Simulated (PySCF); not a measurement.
**CsP, r²SCAN: how much the basis matters**

PySCF, UKS reference; triplet, unpaired electrons π ↑↑; De to Cs + P without counterpoise correction.

```tsv
basis	relativity	functions	Re (Å)	ωe (cm⁻¹)	De (eV)	μ (D)
def2-SVP	scalar-relativistic core potentials	42	3.368	159	1.24	-8.74
def2-SVPD	scalar-relativistic core potentials	51	3.366	160	1.28	-9.01
def2-TZVPP	scalar-relativistic core potentials	78	3.304	164	1.42	-10.02
```

(1) How does each smaller set differ from the one with most functions, def2-TZVPP?

A positive dipole means Cs(−)P(+). Spin–orbit coupling is left out, which matters for elements this heavy, above all for dissociation energies. The state was picked by a PBE0 search and need not be the measured ground state.

## Answers

(1) def2-SVP: +6.4 pm, -3.0 % in ωe, -0.18 eV in De; def2-SVPD: +6.2 pm, -2.4 % in ωe, -0.14 eV in De. All at r²SCAN; the set with most functions is neither the basis-set limit nor always the best.
